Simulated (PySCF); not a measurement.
A PySCF script (with the pyscf-properties extension) for the NMR shieldings of SMILES C1C([Si@@H]([C@@H](F)[SiH3])Cl)C1, C₄H₁₀ClFSi₂, on a GFN2-xTB geometry:

```python
import basis_set_exchange as bse
import numpy as np
from pyscf import gto, dft
from pyscf.prop import nmr

atoms = """
F    -2.364075   -2.062341    0.450338
C    -1.595652   -1.136916   -0.273255
Si   -2.448255    0.573452   -0.087996
Si    0.220383   -1.297876    0.332220
Cl    0.954622   -3.108649   -0.175063
C     1.251816    0.045681   -0.485602
C     1.313419    1.421228    0.120936
C     2.510845    0.535291    0.176416
H    -1.674274   -1.471214   -1.314218
H    -1.746608    1.498575   -0.977023
H    -3.849300    0.421238   -0.475199
H    -2.342695    0.992994    1.308817
H     0.227454   -1.183404    1.789831
H     1.288161    0.022223   -1.569456
H     0.766742    1.601377    1.033754
H     1.333057    2.271886   -0.543826
H     2.788721    0.107804    1.127748
H     3.356882    0.774968   -0.450076
"""
names = dict.fromkeys(["F", "C", "Si", "Cl", "H"], "pcSseg-1")
basis = {el: gto.basis.parse(bse.get_basis(n, elements=[el], fmt="nwchem")) for el, n in names.items()}
mol = gto.M(atom=atoms, basis=basis, charge=0, verbose=0)
mf = dft.RKS(mol, xc="PBE0")
mf.grids.level = 2
mf.grids.alignment = dft.numint.BLKSIZE   # the property module wants whole blocks of grid points
mf.conv_tol = 1e-9
mf.kernel()

calc = nmr.RKS(mf)   # GIAO
C = mf.mo_coeff
Co = C[:, mf.mo_occ > 0]
resp = mf.gen_response(singlet=True, hermi=2)
def vind(x):   # induced exchange potential for any number of trial vectors
    d = np.einsum("pi,xij,qj->xpq", C, 2 * x.reshape(-1, C.shape[1], Co.shape[1]), Co, optimize=True)
    return np.einsum("xpq,pi,qj->xij", resp(d - d.transpose(0, 2, 1)), C, Co, optimize=True).ravel()
mo1, _ = nmr.rhf.solve_mo1(calc, with_cphf=vind)
sigma = calc.kernel(mo1)
for i, s in enumerate(sigma):   # ppm
    w = np.linalg.eigvalsh((s + s.T) / 2)
    print("%2d %-2s iso %8.1f  s11 %8.1f  s22 %8.1f  s33 %8.1f" % (i, mol.atom_pure_symbol(i), w.mean(), *w))
```

Question: What does it print?

Answer: 
```
 0 F  iso    472.1  s11    439.6  s22    465.2  s33    511.4
 1 C  iso     99.7  s11     49.7  s22     77.3  s33    172.3
 2 Si iso    424.6  s11    394.1  s22    421.5  s33    458.3
 3 Si iso    336.1  s11    297.1  s22    344.3  s33    366.8
 4 Cl iso    967.1  s11    923.4  s22    958.8  s33   1019.2
 5 C  iso    186.3  s11    153.5  s22    183.1  s33    222.2
 6 C  iso    183.5  s11    157.1  s22    180.1  s33    213.4
 7 C  iso    182.1  s11    155.0  s22    177.4  s33    214.0
 8 H  iso     26.3  s11     24.5  s22     25.7  s33     28.7
 9 H  iso     27.7  s11     23.7  s22     28.1  s33     31.5
10 H  iso     27.5  s11     23.9  s22     25.3  s33     33.4
11 H  iso     27.7  s11     24.6  s22     26.8  s33     31.9
12 H  iso     27.0  s11     24.1  s22     25.7  s33     31.3
13 H  iso     31.9  s11     25.5  s22     28.8  s33     41.5
14 H  iso     31.5  s11     26.1  s22     28.6  s33     39.7
15 H  iso     31.1  s11     25.6  s22     26.3  s33     41.4
16 H  iso     31.3  s11     25.4  s22     28.4  s33     40.0
17 H  iso     30.9  s11     25.0  s22     26.1  s33     41.6
```

These numbers come from an equivalent density-fitted implementation of the same equations, which agrees with the script to about 0.01 ppm for H and up to a few tenths of a ppm for heavy atoms, so last digits may differ.

Question: Turn these shieldings into chemical shifts. References, each an isolated molecule treated in the same way: ¹⁹F (σref 170.95) vs CFCl3; ¹³C (σref 186.93) and ²⁹Si (σref 349.16) and ¹H (σref 31.72) vs TMS; ³⁵Cl (σref 949.78) against HCl.

Answer: Averaging equivalent atoms: F 0: -301.1; C 1: 87.2; C 7: 4.8; C 6: 3.4; C 5: 0.7; Si 3: 13.1; Si 2: -75.5; Cl 4: -17; H 8: 5.41; H 12: 4.69; H 9/10/11: 4.06; H 17: 0.83; H 15: 0.63; H 16: 0.45; H 14: 0.25; H 13: -0.21 ppm. Unscaled 19F shifts against computed CFCl3 carry errors that often reach 10 to 50 ppm.

Size and cost of the density-fitted run: 207 basis functions, 47 s wall time on 1 thread of an Arm Neoverse V1, shared host; peak memory 0.9 GiB.
